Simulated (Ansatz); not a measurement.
Isolated molecules relaxed with PBE0-D4/def2-TZVP in Ansatz; ΔE leaves out vibrations. CCSD(T)/CBS is the MP2 limit (def2-TZVPP, def2-QZVPP) plus CCSD(T) − MP2 in def2-TZVPP, frozen cores. DFT in def2-TZVPP. B3LYP here is the variant with VWN-RPA as its local correlation; programs differ in this. One conformer a species, not always the lowest.

`CNC(N)[SiH3]` + `C[SiH2]Cl` → `[SiH3]C[SiH2]Cl` + `CNCN`  (formal exchange of groups at the Si–C bond)

```csv
level,ΔE (kcal/mol),difference from CCSD(T)/CBS
PBE0-D4,-5.9,0.3
B3LYP-D4,-5.4,0.8
ωB97M-V,-5.9,0.3
PBE,-5.2,1.0
r2SCAN,-5.8,0.4
PBE0,-6.2,0.0
MP2/def2-TZVPP,-6.6,-0.4
MP2/def2-QZVPP,-6.5,-0.3
SCS-MP2/def2-QZVPP,-6.7,-0.5
HF/CBS(def2),-8.3,-2.1
CCSD(T)/CBS,-6.2,0
```

Largest T1 diagnostic among the species: 0.011.

From PBE to PBE0 (25 % exact exchange), in def2-TZVPP and without D4, ΔE moves by −1.0 kcal/mol. In def2-TZVPP, CCSD(T) changes the Hartree–Fock value by +1.9 kcal/mol (the triples alone add +0.4 kcal/mol) and MP2 by +1.7 kcal/mol.
